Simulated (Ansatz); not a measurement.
Start from `Br[C]1=[CH][AlH]1` and change one atom or group to get `BS[C]1=[CH][AlH]1`.

Ansatz, PBE0-D4/def2-TZVP geometries, multiplicity 1. Each molecule was computed in one conformer, which needn't be the lowest.

Scalar relativity is left out up to krypton.

```csv
property,`Br[C]1=[CH][AlH]1`
LUMO energy (PBE/def2-TZVPP) / eV,-1.87
HOMO energy (PBE0/def2-TZVPP) / eV,-6.96
LUMO energy (B3LYP/def2-TZVPP) / eV,-1.33
HOMO–LUMO gap (PBE0/def2-TZVPP) / eV,5.84
HOMO energy (PBE/def2-TZVPP) / eV,-5.83
HOMO energy (ωB97M-V/def2-TZVPP) / eV,-9.04
```

(1) Give the same properties after the change, and the shifts. (Estimate.)

## Answers

(1) The calculation gave: 
```csv
property,`BS[C]1=[CH][AlH]1`,shift
LUMO energy (PBE/def2-TZVPP) / eV,-2.36,-0.49
HOMO energy (PBE0/def2-TZVPP) / eV,-6.81,0.15
LUMO energy (B3LYP/def2-TZVPP) / eV,-1.63,-0.30
HOMO–LUMO gap (PBE0/def2-TZVPP) / eV,5.36,-0.48
HOMO energy (PBE/def2-TZVPP) / eV,-5.72,0.11
HOMO energy (ωB97M-V/def2-TZVPP) / eV,-8.90,0.14
```

With PBE0 the HOMO rises by 0.15 eV and the LUMO falls by 0.33 eV, so the gap narrows by about 0.48 eV. PBE moves the HOMO by 0.11 eV and ωB97M-V by 0.14 eV. The zero-point energy changes by 59.7 kJ/mol with +9 modes.

B3LYP here is the variant with VWN-RPA as its local correlation; programs differ in this.

Spin–orbit coupling is left out; it splits and shifts lone-pair levels of the heavy atoms by tenths of an eV.
